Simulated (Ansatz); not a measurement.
Reaction (cleavage of the Si–Si bond): `B[SiH](O)[SiH3]` + H–F → `B[SiH](O)F` + SiH₄

Isolated molecules relaxed with PBE0-D4/def2-TZVP in Ansatz; ΔE leaves out vibrations. CCSD(T)/CBS is the MP2 limit (def2-TZVPP, def2-QZVPP) plus CCSD(T) − MP2 in def2-TZVPP, frozen cores. This one scheme is used for every species. Functionals use def2-TZVPP. B3LYP here is the variant with VWN-RPA as its local correlation; programs differ in this. HSE06 is defined as in plane-wave codes. Each species was taken in one conformer, which may not be the lowest.

| level | ΔE (kJ/mol) | difference from CCSD(T)/CBS |
| --- | --- | --- |
| LDA (SPW92) | -124.5 | 23.0 |
| PBE-D4 | -121.9 | 25.6 |
| revPBE-D4 | -120.6 | 26.9 |
| BLYP-D4 | -144.3 | 3.2 |
| r2SCAN-D4 | -143.8 | 3.7 |
| B97M-V | -146.5 | 1.0 |
| PBE0-D4 | -129.2 | 18.3 |
| r2SCANh-D4 | -144.5 | 3.0 |
| HSE06-D4 | -128.6 | 18.9 |
| BHLYP-D4 | -160.0 | -12.5 |
| CAM-B3LYP-D4 | -160.9 | -13.4 |
| ωB97X-V | -152.4 | -4.9 |
| ωB97M-V | -155.3 | -7.8 |
| B2PLYP | -159.2 | -11.7 |
| PBE-QIDH | -145.0 | 2.5 |
| PBE | -127.2 | 20.3 |
| revPBE | -127.8 | 19.7 |
| BLYP | -154.1 | -6.6 |
| r2SCAN | -145.3 | 2.2 |
| PBE0 | -134.1 | 13.4 |
| B3LYP | -157.8 | -10.3 |
| r2SCANh | -146.2 | 1.3 |
| r2SCAN0 | -147.6 | -0.1 |
| HSE06 | -133.4 | 14.1 |
| BHLYP | -169.0 | -21.5 |
| CAM-B3LYP | -166.3 | -18.8 |
| LC-ωPBE | -148.0 | -0.5 |
| RPA@PBE/def2-TZVPP | -153.6 | -6.1 |
| HF/def2-SVP | -175.2 | -27.7 |
| MP2/def2-SVP | -157.1 | -9.6 |
| CCSD/def2-SVP | -154.8 | -7.3 |
| CCSD(T)/def2-SVP | -151.7 | -4.2 |
| HF/def2-TZVPP | -185.6 | -38.1 |
| MP2/def2-TZVPP | -154.9 | -7.4 |
| CCSD/def2-TZVPP | -155.0 | -7.5 |
| CCSD(T)/def2-TZVPP | -150.1 | -2.6 |
| HF/def2-QZVPP | -187.6 | -40.1 |
| MP2/def2-QZVPP | -154.1 | -6.6 |
| SCS-MP2/def2-QZVPP | -162.2 | -14.7 |
| CCSD/CBS(def2) | -152.5 | -5.0 |
| CCSD(T)/CBS | -147.5 | 0 |

Largest T1 diagnostic among the species: 0.014.

At CCSD(T), def2-SVP lies −4.2 kJ/mol from the extrapolated value and def2-TZVPP −2.6 kJ/mol. In def2-TZVPP, CCSD(T) changes the Hartree–Fock value by +35.5 kJ/mol (the triples alone add +4.9 kJ/mol) and MP2 by +30.7 kJ/mol.
